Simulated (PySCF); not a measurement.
# Assignment exercise: C6H14N2Si

Geometry:
| atom | x (Å) | y (Å) | z (Å) |
| --- | --- | --- | --- |
| C1 | -3.800 | -1.002 | -0.704 |
| C2 | -2.790 | -1.287 | 0.105 |
| N3 | -1.710 | -0.460 | 0.385 |
| Si4 | -1.838 | 1.277 | 0.196 |
| N5 | -0.734 | -1.165 | 1.026 |
| C6 | 0.493 | -0.870 | 1.060 |
| C7 | 1.280 | 0.233 | 0.418 |
| C8 | 2.633 | -0.283 | -0.075 |
| C9 | 3.440 | 0.821 | -0.747 |
| H10 | -3.874 | -0.069 | -1.233 |
| H11 | -4.588 | -1.715 | -0.861 |
| H12 | -2.710 | -2.249 | 0.593 |
| H13 | -3.214 | 1.628 | 0.532 |
| H14 | -1.505 | 1.679 | -1.176 |
| H15 | -0.928 | 1.870 | 1.170 |
| H16 | 1.077 | -1.581 | 1.634 |
| H17 | 1.449 | 1.036 | 1.142 |
| H18 | 0.719 | 0.651 | -0.422 |
| H19 | 3.197 | -0.683 | 0.771 |
| H20 | 2.472 | -1.100 | -0.782 |
| H21 | 4.398 | 0.438 | -1.090 |
| H22 | 3.625 | 1.637 | -0.052 |
| H23 | 2.903 | 1.219 | -1.606 |

Computational details: shieldings: GIAO PBE0/pcSseg-1, geometry: GFN2-xTB, in PySCF 2.14 (no solvent model, one averaged value for each set of equivalent atoms, one conformer, relativity neglected).

δ = σ(ref) − σ, references computed at the same level: 13C (186.93 ppm) and 1H (31.72 ppm) against TMS.

Question: Assign these signals to the numbered atoms. 13C{1H} NMR (computed): δ 156.6, 146.4, 89.1, 38.9, 26.7, 16.9.

Answer: 
| δ (ppm) | atoms | environment | reason |
| --- | --- | --- | --- |
| 156.6 | C2 | alkene carbon bearing nitrogen | an sp2 carbon further deshielded by the attached heteroatom |
| 146.4 | C6 | C=N carbon | – |
| 89.1 | C1 | β carbon of an enol-ether or enamine type C=C | the O or N lone pair pushes π density onto this β carbon and shields it |
| 38.9 | C7 | sp3 CH2 | a saturated carbon with 2 carbon neighbours and no heteroatom attached |
| 26.7 | C8 | sp3 CH2 | – |
| 16.9 | C9 | methyl carbon | a saturated carbon with 1 carbon neighbour and no heteroatom attached |

Question: Assign these signals to the numbered atoms. 1H NMR (400 MHz, computed): δ 7.17 (m, 1H), 6.59 (t, 1H), 4.83 (s, 3H), 4.32 (m, 1H), 4.12 (m, 1H), 2.17 (m, 2H), 1.45 (m, 2H), 1.13 (t, 3H).

Answer: 
7.17 → H12, hydrogen on an alkene carbon bearing nitrogen: olefinic region
6.59 → H16, hydrogen on a C=N carbon
4.83 → H13/H14/H15, hydrogen on a silicon bonded to N
4.32 → H11, hydrogen on a β carbon of an enol-ether or enamine type C=C: lone-pair donation from O or N shields it, upfield of ordinary alkene protons
4.12 → H10, hydrogen on a β carbon of an enol-ether or enamine type C=C
2.17 → H17/H18, hydrogen on an sp3 CH2
1.45 → H19/H20, hydrogen on an sp3 CH2
1.13 → H21/H22/H23, hydrogen on a methyl carbon: far from electronegative atoms and π systems

Shifts are as computed. Against solution values, carbons near 30 ppm lie about +3 ppm off and those near 130 ppm about +5 ppm. Of 1211 compounds with measured shifts, 218 miss one by over three times the rms of a fit or turn the order of signals round; such compounds aren't used in these exercises. No couplings were computed; multiplicities are counted from neighbouring protons, with m where these are inequivalent, close in shift, in a saturated or five-membered ring or joined by F or P, and br s for small geminal =CH2 splittings.
